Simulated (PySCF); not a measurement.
Input for PySCF: R-B3LYP/LANL2DZ on AlH5N2O (SMILES [NH2][Al]([NH2])[OH]), a point of a torsion scan.

```python
from pyscf import gto, scf, dft, mp
from pyscf.data.elements import chemcore

mol = gto.M(
    atom='''
    N     1.24721418   -1.23657177   -0.00591305
    Al    0.13562682   -0.12628427   -0.85348375
    N     0.78988134    1.18759372   -1.86124663
    O    -1.49030123   -0.31276711   -0.69475437
    H     2.16752431   -0.97242919    0.30920039
    H     0.91775755   -2.00903452    0.55610201
    H     1.76827490    1.32773569   -2.05573491
    H     0.23922383    1.83984795   -2.39910259
    H    -2.43064002   -0.38671977   -0.65093574
    ''',
    basis='lanl2dz',
    ecp={'Al': 'lanl2dz'},
    charge=0, spin=0, verbose=3, max_memory=1800)
mf = dft.RKS(mol, xc='b3lyp')
mf.conv_tol = 1e-8
mf.max_cycle = 100
mf.kernel()
if not mf.converged:
    mf = mf.newton().run(mf.mo_coeff, mf.mo_occ)
```

### Question
Predict the final total energy.

### Answer
-189.8551 hartree.
